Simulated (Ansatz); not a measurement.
SeS₂ (the lowest singlet isomer of a short search), 3 atoms. Hardware: 4 threads of Arm Neoverse V1 on a shared host.

Correlated methods freeze 19 core orbitals; core or outer-core shells of Se are correlated, in sets that lack core-valence functions.

**Question.** How many basis functions does each of these Ansatz runs have, and roughly what does it cost? PBE0-D4/def2-SVP, charge 0 unrestricted singlet, energy with a search over starts; ωB97M-V/def2-TZVP, charge 0 singlet, energy, from earlier orbitals; MP2/def2-TZVP, charge 0 triplet, energy, from earlier orbitals; r2SCAN-D4/def2-TZVPD, charge -1 doublet at the geometry of the charge 0 singlet, energy, from earlier orbitals; RPA@PBE/def2-TZVP, charge 0 quintet, energy, from earlier orbitals; CCSD(T)/def2-TZVPP, charge 0 quintet, energy, from earlier orbitals; PBE-D4/def2-TZVP, charge 0 triplet, energy, from earlier orbitals; PBE-D4/def2-TZVPD, charge -1 doublet at the geometry of the charge 0 singlet, energy, from earlier orbitals; r2SCAN-D4/def2-TZVP, charge 0 quintet, energy, from earlier orbitals; ωB97X-V/def2-TZVP, charge 0 singlet, energy, from earlier orbitals; CCSD(T)/def2-TZVPP, charge 0 triplet, energy, from earlier orbitals; MP2/def2-TZVP, charge 0 singlet, energy, from earlier orbitals.

**Answer.** Other jobs shared the machine, so times can vary by a factor of up to 3. A dash marks memory too small to be measured apart from the calling script's.

```json
{"run": "MP2/def2-TZVP, charge 0 singlet, energy, from earlier orbitals", "functions": "122", "fitting or Cholesky vectors": "769", "wall time": "0.95 s", "peak host memory (GiB)": "–"}
{"run": "PBE-D4/def2-TZVP, charge 0 triplet, energy, from earlier orbitals", "functions": "122", "fitting or Cholesky vectors": "909", "wall time": "1.3 s", "peak host memory (GiB)": "–"}
{"run": "PBE-D4/def2-TZVPD, charge -1 doublet at the geometry of the charge 0 singlet, energy, from earlier orbitals", "functions": "149", "fitting or Cholesky vectors": "1009", "wall time": "1.8 s", "peak host memory (GiB)": "–"}
{"run": "ωB97X-V/def2-TZVP, charge 0 singlet, energy, from earlier orbitals", "functions": "122", "fitting or Cholesky vectors": "951", "wall time": "2.6 s", "peak host memory (GiB)": "–"}
{"run": "PBE0-D4/def2-SVP, charge 0 unrestricted singlet, energy with a search over starts", "functions": "68", "fitting or Cholesky vectors": "629", "wall time": "2.6 s", "peak host memory (GiB)": "–"}
{"run": "MP2/def2-TZVP, charge 0 triplet, energy, from earlier orbitals", "functions": "122", "fitting or Cholesky vectors": "767", "wall time": "2.8 s", "peak host memory (GiB)": "–"}
{"run": "RPA@PBE/def2-TZVP, charge 0 quintet, energy, from earlier orbitals", "functions": "122", "fitting or Cholesky vectors": "761", "wall time": "2.8 s", "peak host memory (GiB)": "–"}
{"run": "ωB97M-V/def2-TZVP, charge 0 singlet, energy, from earlier orbitals", "functions": "122", "fitting or Cholesky vectors": "923", "wall time": "3.1 s", "peak host memory (GiB)": "–"}
{"run": "r2SCAN-D4/def2-TZVPD, charge -1 doublet at the geometry of the charge 0 singlet, energy, from earlier orbitals", "functions": "149", "fitting or Cholesky vectors": "1009", "wall time": "4.5 s", "peak host memory (GiB)": "–"}
{"run": "r2SCAN-D4/def2-TZVP, charge 0 quintet, energy, from earlier orbitals", "functions": "122", "fitting or Cholesky vectors": "909", "wall time": "7 s", "peak host memory (GiB)": "–"}
{"run": "CCSD(T)/def2-TZVPP, charge 0 quintet, energy, from earlier orbitals", "functions": "132", "fitting or Cholesky vectors": "805", "wall time": "14 s", "peak host memory (GiB)": "0.94"}
{"run": "CCSD(T)/def2-TZVPP, charge 0 triplet, energy, from earlier orbitals", "functions": "132", "fitting or Cholesky vectors": "811", "wall time": "43 s", "peak host memory (GiB)": "1.4"}
```
